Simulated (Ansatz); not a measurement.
Relaxation of C3H6BLi (11 atoms, charge 0, multiplicity 1), to a largest force component of 0.015 eV/Å in at most 40 steps.

All numbers below come from RKS PBE-D4/def2-SVP in Ansatz.

```xyz
11
Properties=species:S:1:pos:R:3:forces:R:3
Li -0.098 0.690 -2.024 -0.30 -0.32 0.25
C 0.123 1.366 -0.223 0.60 -0.03 1.80
C -0.033 -0.057 0.085 1.97 0.44 -1.28
B 1.176 -0.849 0.633 -0.11 0.49 -1.26
C -1.217 -0.697 -0.117 -1.87 -1.01 -0.55
H 0.990 1.804 0.261 0.67 0.56 0.26
H -0.770 1.941 0.038 -0.76 0.64 -0.33
H 2.268 -0.452 0.464 1.16 0.57 0.18
H 1.014 -1.849 1.223 -0.19 -0.97 0.55
H -2.130 -0.366 0.348 -1.22 1.01 -0.41
H -1.304 -1.526 -0.819 0.05 -1.37 0.78
```

Q: Where does it end, and by what steps?

A: The forces met the threshold. The force dipped under the threshold on the way, but the program's further checks kept it going. After 20 steps the energy has fallen by 1.714 eV; H11 moved furthest, 0.74 Å. Joined: Li1–C5.

| step | energy less start (eV) | largest force component (eV/Å) | accepted |
| --- | --- | --- | --- |
| 0 | 0.0000 | 1.966 | yes |
| 1 | -0.8458 | 1.039 | yes |
| 2 | -1.2233 | 0.919 | yes |
| 3 | -1.4456 | 0.853 | yes |
| 4 | -1.6360 | 0.520 | yes |
| 5 | -1.6987 | 0.255 | yes |
| 6 | -1.7048 | 0.085 | yes |
| 7 | -1.7060 | 0.058 | yes |
| 8 | -1.7052 | 0.169 | no |
| 9 | -1.7074 | 0.042 | yes |
| 10 | -1.7096 | 0.126 | yes |
| 11 | -1.7083 | 0.301 | no |
| 12 | -1.7109 | 0.107 | yes |
| 13 | -1.7119 | 0.072 | yes |
| 14 | -1.7129 | 0.047 | yes |
| 15 | -1.7126 | 0.091 | no |
| 16 | -1.7133 | 0.021 | yes |
| 17 | -1.7136 | 0.008 | yes |
| 18 | -1.7138 | 0.025 | yes |
| 19 | -1.7138 | 0.017 | yes |
| 20 | -1.7139 | 0.004 | yes |

```xyz
11
Properties=species:S:1:pos:R:3
Li -0.502 0.526 -1.761
C 0.171 1.401 -0.020
C -0.020 -0.002 0.131
B 1.212 -0.857 0.553
C -1.204 -0.692 -0.255
H 1.119 1.867 0.283
H -0.703 2.088 -0.070
H 2.277 -0.323 0.815
H 1.124 -2.071 0.642
H -2.174 -0.152 -0.327
H -1.280 -1.780 -0.124
```

Whether the end is a true minimum wasn't checked by a vibrational analysis.

Time of the run: 42 s on 2 threads of Arm Neoverse V1 (shared host), peak memory 0.13 GiB.
